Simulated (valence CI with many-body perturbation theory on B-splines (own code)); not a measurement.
**N2+: electric-dipole lines**

Computed by valence CI with perturbative core correlation (CI+MBPT): three valence electrons over a frozen Dirac-Fock core [He], radial functions for each j: 11 s, 11 p, 9 d, 7 f, 5 g, 2 h, 1 i, with the one-electron correlation potential Σ1, the two-electron term Σ2, the three-electron term Σ3, Breit, model QED; selected CI, second order for the rest, scaled by the run's own slope (own B-spline code, finite nucleus).

Set against measurement, 59 paired levels are off by 57 cm⁻¹ on average, the worst by 133. These come from a selection out of Moore, Selected Tables of Atomic Spectra, NSRDS-NBS 3, section 5. Levels without a partner in it may be off by more.

Lines 101 to 150 of 294 in falling wavelength, among levels below 341964 cm⁻¹, chosen from the strongest by gf and those to the six lowest levels. Wavelengths and rates use the calculated energies, so an error of 60 cm⁻¹ moves a line at 335.8 nm by 0.2 % and its rate by three times that or more. Electric multipoles are in the length gauge, E1 and E2 with the static RPA response of the core. Weak lines are less certain than strong ones. Lines between different terms over intervals too small for the method are left out, as are lines whose strength nearly cancels. Where a level lies close to another of its J and parity, the split of strength between their lines is uncertain. The highest levels of a list are the least certain.

```
λ vac (nm)  λ from measured levels             Upper             Lower   A (s⁻¹)  log gf  Branch %
     335.8                   335.5   2s 2p 3p 4P_3/2  2s 2p 3s 4P°_1/2  7.20e+07   -0.31      40.4
     335.0                   335.6   2s 2p 3p 2S_1/2  2s 2p 3s 2P°_3/2  8.05e+07   -0.57       3.6
     334.3                   334.3  2s 2p 3s 2P°_1/2     2s2 3d 2D_3/2  2.39e+07   -1.10       0.9
     333.7                   334.4   2s 2p 3p 2S_1/2  2s 2p 3s 2P°_1/2  4.02e+07   -0.87       1.8
     333.1                   333.1  2s 2p 3s 2P°_3/2     2s2 3d 2D_5/2  2.18e+07   -0.84       0.8
     330.6                   330.8     2s2 5d 2D_3/2    2s2 4p 2P°_3/2  1.09e+07   -1.15       0.4
     330.6                   330.8     2s2 5d 2D_5/2    2s2 4p 2P°_3/2  6.52e+07   -0.19       2.6
     330.3                   330.5     2s2 5d 2D_3/2    2s2 4p 2P°_1/2  5.42e+07   -0.45       2.1
     269.6                   269.7    2s2 5p 2P°_3/2     2s2 4s 2S_1/2  1.51e+07   -1.18       4.4
     225.1                   225.0    2s2 4p 2P°_1/2     2s2 3d 2D_3/2  1.12e+08   -0.77      30.3
     225.0                   224.9    2s2 4p 2P°_3/2     2s2 3d 2D_5/2  1.00e+08   -0.52      27.1
     188.3                   188.5    2s2 4f 2F°_5/2     2s2 3d 2D_5/2  7.70e+07   -0.61       6.1
     188.3                   188.5    2s2 4f 2F°_7/2     2s2 3d 2D_5/2  1.15e+09    0.69      91.3
     188.3                   188.5    2s2 4f 2F°_5/2     2s2 3d 2D_3/2  1.08e+09    0.54      85.2
     180.7                   180.6     2s2 4s 2S_1/2    2s2 3p 2P°_3/2  4.90e+08   -0.32      26.9
     180.5                   180.4     2s2 4s 2S_1/2    2s2 3p 2P°_1/2  2.45e+08   -0.62      13.4
     175.6                             2s 2p2 4P_1/2    2s2 2p 2P°_3/2  3.59e+02   -6.48      50.9
     175.4                   175.2       2p3 2D°_5/2     2s 2p2 2P_3/2  1.50e+08   -0.38      13.2
     175.4                   175.2     2s 2p2 4P_3/2    2s2 2p 2P°_3/2  5.89e+01   -6.96      85.5
     175.1                   175.0     2s 2p2 4P_5/2    2s2 2p 2P°_3/2  2.77e+02   -6.12     100.0
     175.0                             2s 2p2 4P_1/2    2s2 2p 2P°_1/2  3.46e+02   -6.50      49.1
     175.0                   174.8       2p3 2D°_3/2     2s 2p2 2P_1/2  1.26e+08   -0.63      11.2
     174.8                   174.7     2s 2p2 4P_3/2    2s2 2p 2P°_1/2  9.99e+00   -7.74      14.5
     141.1                   141.0    2s2 5p 2P°_3/2     2s2 3d 2D_5/2  4.97e+07   -1.23      14.5
     138.8                   138.8     2s2 4d 2D_3/2    2s2 3p 2P°_3/2  8.31e+07   -1.02       1.0
     138.7                   138.7     2s2 4d 2D_5/2    2s2 3p 2P°_3/2  4.96e+08   -0.07       5.8
     138.7                   138.7     2s2 4d 2D_3/2    2s2 3p 2P°_1/2  4.13e+08   -0.32       4.8
     131.6                   131.6  2s 2p 3s 2P°_3/2     2s2 3s 2S_1/2  7.35e+07   -1.12       2.9
     118.5                   118.5       2p3 2P°_1/2     2s 2p2 2P_3/2  2.85e+08   -0.92       8.4
     118.5                   118.5       2p3 2P°_3/2     2s 2p2 2P_3/2  7.19e+08   -0.22      21.2
     118.3                   118.3       2p3 2P°_1/2     2s 2p2 2P_1/2  5.79e+08   -0.61      17.0
     118.3                   118.3       2p3 2P°_3/2     2s 2p2 2P_1/2  1.40e+08   -0.93       4.1
     116.6                   116.6       2p3 4S°_3/2     2s 2p2 2D_5/2  1.80e+02   -6.83       0.0
     113.6                   113.6     2s2 5s 2S_1/2    2s2 3p 2P°_3/2  2.60e+08   -1.00      15.3
     110.6                   110.6    2s2 4p 2P°_3/2     2s2 3s 2S_1/2  1.12e+08   -1.08      30.4
     103.9                   103.9     2s2 5d 2D_5/2    2s2 3p 2P°_3/2  2.52e+08   -0.61       9.9
     103.9                   103.9     2s2 5d 2D_3/2    2s2 3p 2P°_1/2  2.10e+08   -0.87       8.3
     103.6                   103.5   2s 2p 3p 2S_1/2       2p3 2P°_3/2  1.79e+08   -1.24       8.0
     100.6                   100.6       2p3 2P°_1/2     2s 2p2 2S_1/2  2.44e+08   -1.13       7.2
     100.6                   100.6       2p3 2P°_3/2     2s 2p2 2S_1/2  2.54e+08   -0.81       7.5
     99.10                   99.16     2s 2p2 2D_5/2    2s2 2p 2P°_3/2  4.99e+08   -0.36     100.0
     99.10                   99.15     2s 2p2 2D_3/2    2s2 2p 2P°_3/2  8.21e+07   -1.32      16.4
     98.93                   98.98     2s 2p2 2D_3/2    2s2 2p 2P°_1/2  4.20e+08   -0.61      83.7
     97.99                   98.00       2p3 2D°_5/2     2s 2p2 2D_3/2  6.62e+07   -1.24       5.9
     97.99                   97.99       2p3 2D°_5/2     2s 2p2 2D_5/2  9.15e+08   -0.10      80.9
     97.98                   97.98       2p3 2D°_3/2     2s 2p2 2D_3/2  8.78e+08   -0.30      77.7
     97.97                   97.98       2p3 2D°_3/2     2s 2p2 2D_5/2  1.01e+08   -1.24       8.9
     94.34                   94.24   2s 2p 3p 2P_3/2       2p3 2D°_5/2  1.32e+08   -1.15       3.7
     85.59                   85.57    2s2 5p 2P°_3/2     2s2 3s 2S_1/2  1.59e+08   -1.16      46.5
     77.25                   77.30       2p3 2P°_1/2     2s 2p2 2D_3/2  2.29e+09   -0.39      67.4
```

**Question.** How does gf follow from A for the line at 333.1 nm?

**Answer.** gf = 1.4992 × (2J+1)_upper × A / σ², with σ = 30024 cm⁻¹ and 2J+1 = 4: gf = 0.145.
